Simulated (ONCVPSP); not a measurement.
**Ranking ONCV potentials for phosphorus (P)**

All share these settings but for the change named:

| Quantity | Value |
| --- | --- |
| Element | P (Z = 15) |
| Generator | ONCVPSP 4.0.1 |
| Type | optimised norm-conserving Vanderbilt (ONCV) |
| Functional | PBEsol |
| Relativity | scalar-relativistic |
| Frozen core | [He] |
| Valence charge | 13 |
| Reference configuration | 2s2 2p6 3s2 3p3 |
| Partial waves | 2s+3s: rc 0.70 bohr, ncon 3, nbas 6, qcut 21.3 1/bohr, 2 projectors; 2p+3p: rc 0.70 bohr, ncon 4, nbas 8, qcut 17.2 1/bohr, 2 projectors |
| Local potential | polynomial inside 0.45 bohr (lpopt 5, dvloc0 3 Ha) |
| Core correction | Teter function, fcfact 2.25, rcfact 1.3 |

Test errors are all-electron minus pseudo excitation energies from the reference, over 2s2 2p6 3s2 3p2; 2s2 2p6 3s2 3p1; 2s2 2p6 3s2 3p0; 2s2 2p6 3s1 3p0. None of these files shows a bound ghost.

The base gives 7.4 meV.

Of 7 variants that were run, those that failed, showed a ghost or another fault, or gave nearly equal values are left out.

A variant can come out equal or close to the base, since the largest error may sit in a test that the change hardly touches while other tests move.

(1) Rank these variants by their largest absolute test error, smallest first.
A. p: rc 0.74
B. p: rc 0.6
C. p: rc 1.02
D. p: rc 0.5
E. p: rc 0.66

Results:

(1) D (3.5 meV), B (5.5 meV), E (6.7 meV), A (7.9 meV), C (9.2 meV).
